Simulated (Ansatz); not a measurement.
Ansatz (a program for electronic structure) input file for C₄H₄BrCl, SMILES ClC1=C(Br)CC1, B3LYP-D3(BJ)/def2-SVP. 

Ansatz 0.2 input:
```yaml
crystal:
  periodic: [false, false, false]
  atoms:
    - {symbol: Cl, position_ang: [-1.39466394, -2.00674427, -0.00000000]}
    - {symbol: C, position_ang: [0.12318393, -1.24397147, 0.00000000]}
    - {symbol: C, position_ang: [0.54934698, 0.02065899, 0.00000000]}
    - {symbol: Br, position_ang: [-0.29026716, 1.69531410, -0.00000000]}
    - {symbol: C, position_ang: [2.00953802, -0.34908986, 0.00000000]}
    - {symbol: C, position_ang: [1.51827593, -1.81928514, -0.00000000]}
    - {symbol: H, position_ang: [2.55782842, -0.04672323, 0.88962121]}
    - {symbol: H, position_ang: [2.55782842, -0.04672323, -0.88962122]}
    - {symbol: H, position_ang: [1.77545572, -2.38888474, -0.88987201]}
    - {symbol: H, position_ang: [1.77545573, -2.38888474, 0.88987202]}
basis:
  gaussian:
    orbitals: def2-SVP
hamiltonian:
  xc: b3lyp
  dispersion: d3bj
relax: {f_tol: 0.002, max_steps: 200}
```

Output:

```
WARN ansatz: RAYON_NUM_THREADS=1 ignored (pool sized by the plan → 1); use --threads N
Functional definition: B3LYP
integrals: 0.09 GiB planned
1392 factors; integrals over basis functions are off by at most 2.6e-4 eV
mean field: 0.76 GiB planned
mean field evaluation 1: about -86758.7178 eV, gradient 5.5e1 eV
mean field evaluation 2: about -86748.0891 eV, gradient 8.4e1 eV
mean field evaluation 4: about -86766.2506 eV, gradient 5.1e0 eV
mean field evaluation 8: about -86766.3444 eV, gradient 7.8e-2 eV
mean field evaluation 16: about -86766.3444 eV, gradient 5.9e-5 eV
mean field -86766.34441054 eV, -3188.6043447466 hartree, gradient 5.9e-5 eV, S^2 0.000000; 0 other end points of the search recorded, 0 dependent functions left out
the calculation of the forces begins
reference -86766.34466514 eV, -3188.6043541030 hartree; 40, 40 occupied and 86, 86 virtual orbitals, 1392 factors
relax step   1: F+E_penalty+E_count = -86766.85080733 eV  Δ(F+E_penalty+E_count) = +0.000e0 eV  max|allowed force component| = 7.221e-1 eV/Å  Δτ_max = 0.0000 Å  (28 SCF iters, accepted)
these checks for a lower state are left out or cut short: starts, cluster_reference, orbital_swaps, neighbouring_geometries, increment
integrals: 0.09 GiB planned
1392 factors; integrals over basis functions are off by at most 2.7e-4 eV
mean field: 0.76 GiB planned
mean field -86766.36845858 eV, -3188.6052284958 hartree, gradient 1.6e-5 eV, S^2 0.000000; 0 other end points of the search recorded, 0 dependent functions left out
the calculation of the forces begins
reference -86766.36871400 eV, -3188.6052378826 hartree; 40, 40 occupied and 86, 86 virtual orbitals, 1392 factors
relax step   2: F+E_penalty+E_count = -86766.87444537 eV  Δ(F+E_penalty+E_count) = -2.364e-2 eV  max|allowed force component| = 2.242e-1 eV/Å  Δτ_max = 0.0163 Å  (33 SCF iters, accepted)
these checks for a lower state are left out or cut short: starts, cluster_reference, orbital_swaps, neighbouring_geometries, increment
integrals: 0.09 GiB planned
1392 factors; integrals over basis functions are off by at most 2.7e-4 eV
mean field: 0.76 GiB planned
mean field evaluation 32: about -86766.3723 eV, gradient 1.6e-5 eV
mean field -86766.37230561 eV, -3188.6053698717 hartree, gradient 1.6e-5 eV, S^2 0.000000; 0 other end points of the search recorded, 0 dependent functions left out
the calculation of the forces begins
reference -86766.37256149 eV, -3188.6053792749 hartree; 40, 40 occupied and 86, 86 virtual orbitals, 1392 factors
relax step   3: F+E_penalty+E_count = -86766.87817554 eV  Δ(F+E_penalty+E_count) = -3.730e-3 eV  max|allowed force component| = 1.002e-1 eV/Å  Δτ_max = 0.0140 Å  (32 SCF iters, accepted)
these checks for a lower state are left out or cut short: starts, cluster_reference, orbital_swaps, neighbouring_geometries, increment
integrals: 0.09 GiB planned
1392 factors; integrals over basis functions are off by at most 2.7e-4 eV
mean field: 0.76 GiB planned
mean field -86766.37245292 eV, -3188.6053752852 hartree, gradient 8.9e-6 eV, S^2 0.000000; 0 other end points of the search recorded, 0 dependent functions left out
the calculation of the forces begins
reference -86766.37270882 eV, -3188.6053846893 hartree; 40, 40 occupied and 86, 86 virtual orbitals, 1392 factors
relax step   4: F+E_penalty+E_count = -86766.87835837 eV  Δ(F+E_penalty+E_count) = -1.828e-4 eV  max|allowed force component| = 3.557e-2 eV/Å  Δτ_max = 0.0037 Å  (26 SCF iters, accepted)
these checks for a lower state are left out or cut short: starts, cluster_reference, orbital_swaps, neighbouring_geometries, increment
integrals: 0.09 GiB planned
1392 factors; integrals over basis functions are off by at most 2.7e-4 eV
mean field: 0.76 GiB planned
mean field -86766.37241727 eV, -3188.6053739750 hartree, gradient 1.3e-5 eV, S^2 0.000000; 0 other end points of the search recorded, 0 dependent functions left out
the calculation of the forces begins
reference -86766.37267314 eV, -3188.6053833783 hartree; 40, 40 occupied and 86, 86 virtual orbitals, 1392 factors
relax step   5: F+E_penalty+E_count = -86766.87838834 eV  Δ(F+E_penalty+E_count) = -2.997e-5 eV  max|allowed force component| = 7.113e-3 eV/Å  Δτ_max = 0.0027 Å  (25 SCF iters, accepted)
these checks for a lower state are left out or cut short: starts, cluster_reference, orbital_swaps, neighbouring_geometries, increment
integrals: 0.09 GiB planned
1392 factors; integrals over basis functions are off by at most 2.7e-4 eV
mean field: 0.76 GiB planned
mean field -86766.37242527 eV, -3188.6053742692 hartree, gradient 2.2e-5 eV, S^2 0.000000; 0 other end points of the search recorded, 0 dependent functions left out
the calculation of the forces begins
reference -86766.37268115 eV, -3188.6053836727 hartree; 40, 40 occupied and 86, 86 virtual orbitals, 1392 factors
relax step   6: F+E_penalty+E_count = -86766.87839008 eV  Δ(F+E_penalty+E_count) = -1.737e-6 eV  max|allowed force component| = 2.264e-3 eV/Å  Δτ_max = 0.0004 Å  (21 SCF iters, accepted)
these checks for a lower state are left out or cut short: starts, cluster_reference, orbital_swaps, neighbouring_geometries, increment
integrals: 0.09 GiB planned
1392 factors; integrals over basis functions are off by at most 2.7e-4 eV
mean field: 0.76 GiB planned
mean field -86766.37243011 eV, -3188.6053744470 hartree, gradient 1.5e-5 eV, S^2 0.000000; 0 other end points of the search recorded, 0 dependent functions left out
the calculation of the forces begins
reference -86766.37268599 eV, -3188.6053838506 hartree; 40, 40 occupied and 86, 86 virtual orbitals, 1392 factors
relax step   7: F+E_penalty+E_count = -86766.87839036 eV  Δ(F+E_penalty+E_count) = -2.846e-7 eV  max|allowed force component| = 8.528e-4 eV/Å  Δτ_max = 0.0001 Å  (20 SCF iters, accepted)
integrals: 0.09 GiB planned
1392 factors; integrals over basis functions are off by at most 2.7e-4 eV
mean field: 0.76 GiB planned
mean field evaluation 64: about -86766.3354 eV, gradient 1.3e0 eV
mean field -86766.37243011 eV, -3188.6053744470 hartree, gradient 1.5e-5 eV, S^2 0.000000; 1 other end points of the search recorded, 0 dependent functions left out
the calculation of the forces begins
reference -86766.37268599 eV, -3188.6053838506 hartree; 40, 40 occupied and 86, 86 virtual orbitals, 1392 factors
Total energy: -86766.87864624 eV, -3188.6239775467 hartree
Atom 0 at    -1.420461    -1.985901     0.000000 Å, force     0.000091     0.000119    -0.000000 eV/Å
Atom 1 at     0.122705    -1.243189     0.000000 Å, force    -0.000139    -0.000400     0.000000 eV/Å
Atom 2 at     0.549105     0.031263     0.000000 Å, force     0.000061     0.000478     0.000000 eV/Å
Atom 3 at    -0.322725     1.684667    -0.000000 Å, force     0.000289    -0.000548    -0.000000 eV/Å
Atom 4 at     2.017108    -0.339417     0.000000 Å, force     0.000014     0.000392     0.000000 eV/Å
Atom 5 at     1.517991    -1.829863    -0.000000 Å, force     0.000276     0.000853     0.000000 eV/Å
Atom 6 at     2.576220    -0.039959     0.900181 Å, force    -0.000159    -0.000046    -0.000116 eV/Å
Atom 7 at     2.576220    -0.039959    -0.900181 Å, force    -0.000159    -0.000046     0.000116 eV/Å
Atom 8 at     1.782910    -2.405987    -0.900593 Å, force    -0.000136    -0.000402    -0.000160 eV/Å
Atom 9 at     1.782910    -2.405987     0.900593 Å, force    -0.000136    -0.000402     0.000160 eV/Å
Dipole moment:     0.360540    -0.142336     0.000000 e Å
```

The calculation finished and met its thresholds.

Cost: very roughly 50 core-seconds.
